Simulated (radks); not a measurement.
Results of a calculation; reference values are marked as such.
Spherical quantum dot in the effective-mass picture: electrons in a parabolic well V = omega^2 r^2 / 2 with omega = 0.248, with a point charge +1 (a donor) at the centre, all in effective atomic units (hartree* = m*/eps^2 hartree, bohr* = eps/m* bohr), one dielectric constant everywhere. Level of theory: non-relativistic Kohn-Sham, PBE, spin-polarised, spherical densities (a radial shooting solver with Libxc functionals). Levels are named by radial order and angular momentum (1s, 1p, 1d, 2s, ...), and open shells are averaged over m.

N = 12, configuration 1s2 1p6 1d(up 2, down 0) 2s2. This is the lowest configuration that the search found. Occupied levels:

| level | occupation | eigenvalue (hartree*) | <r> (bohr*) |
|---|---|---|---|
| 1s up | 1 | 2.6403 | 2.769 |
| 1s down | 1 | 2.6454 | 2.635 |
| 1p up | 3 | 2.7823 | 4.395 |
| 1p down | 3 | 2.7991 | 4.339 |
| 2s up | 1 | 2.8474 | 3.771 |
| 2s down | 1 | 2.8606 | 3.857 |
| 1d up | 2 | 2.9007 | 4.900 |

Energy (hartree*): total 18.5855, kinetic 2.5515, external 2.9224, Hartree 15.731, exchange-correlation -2.6189.
